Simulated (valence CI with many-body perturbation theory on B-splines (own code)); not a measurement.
# Valence orbitals of Hf²¹⁺

Computed by relativistic CI+MBPT: five valence electrons over a frozen Dirac-Fock core [Kr] 4d10, a basis of 7 s, 7 p, 7 d, 7 f, 4 g, 2 h functions for each j, with the one-electron correlation potential Σ1, the two-electron term Σ2, the three-electron term Σ3, Breit, model QED; selected CI, second order for the rest, scaled by the run's own slope (own B-spline code, finite nucleus).

No measured spectrum was set against this ion. As an estimate, terms of the open shell hold to a few per cent of their energy, and close levels can change places. Core correlation moves these levels by up to 3100 cm⁻¹, and in measured spectra 5 to 20 % of such shifts remained as error; rates that hang on mixing are uncertain with them. Among the levels kept, up to 900 cm⁻¹ of a level comes from second order outside the variational space, and about a tenth of that is noise between levels of different J, which matters for small intervals. Only levels of the ground parity were solved; by the run's estimate the other parity begins above the list, which can be wrong where configurations are misplaced.

These are the spectroscopic orbitals of the CI (the correlating ones are not listed), shaped by the core and the other valence electrons. h is the expectation value of the core's Dirac-Fock operator, without the valence repulsion; Σ1 is computed up to l = 3 at one energy for each symmetry, that of its lowest orbital but kept below the first core excitation, so for empty shells it is not the orbital's own correlation shift; Breit and QED include the response of the core.

```tsv
Orbital	h (hartree)	Σ1 (cm⁻¹)	Breit (cm⁻¹)	QED (cm⁻¹)	⟨r⟩ (bohr)
5s1/2	-23.865	-20430	2421	2041	0.8864
6s1/2	-14.655	-6184	1095	919	1.459
7s1/2	-9.9731	-2964	610	518	2.153
5p1/2	-22.346	-18072	3657	21.5	0.9180
6p1/2	-13.896	-5908	1728	10.5	1.508
7p1/2	-9.5358	-2908	981	6.2	2.223
5p3/2	-21.488	-15543	2051	195	0.9582
6p3/2	-13.478	-5378	989	93.9	1.557
7p3/2	-9.2992	-2707	621	54.4	2.282
5d3/2	-19.007	-12404	1170	-114	1.027
6d3/2	-12.236	-5028	640	-60.6	1.653
7d3/2	-8.572	-2645	381	-35.6	2.419
5d5/2	-18.832	-11877	680	-48.0	1.038
6d5/2	-12.148	-4858	372	-25.4	1.666
7d5/2	-8.5207	-2565	225	-14.9	2.435
4f5/2	-27.969	-28837	-9.8	-391	0.4967
5f5/2	-15.95	-10067	127	-94.9	1.119
4f7/2	-27.855	-28229	-1064	-305	0.5003
5f7/2	-15.911	-9974	-157	-70.5	1.122
5g7/2	-13.654		-67.5	-14.3	1.173
5g9/2	-13.651		-118	-9.5	1.174
```

Among the shells of the start configuration 4f5, Σ1 is largest in size for 4f5/2, where it is 0.47 % of h.

Lowest root of each symmetry, sizes in configuration state functions:

```tsv
J	Parity	Roots	Reference	Variational	Second order	Change by selected CI (cm⁻¹)	Change by second order (cm⁻¹)
1/2	odd	4	47	26509	499450	-9853	-13
3/2	odd	6	88	24316	595071	-9937	-97
5/2	odd	8	114	23796	72943	-9567	-153
7/2	odd	9	125	22672	533353	-9203	-279
9/2	odd	7	121	22412	521538	-9070	-299
11/2	odd	8	106	23080	82960	-9052	-310
13/2	odd	6	81	23525	515368	-9188	-259
15/2	odd	6	59	23940	419388	-9417	-215
17/2	odd	4	36	23252	317429	-9428	-127
19/2	odd	3	20	23885	220746	-9410	-44
21/2	odd	2	9	20694	113664	-9436	-9
```
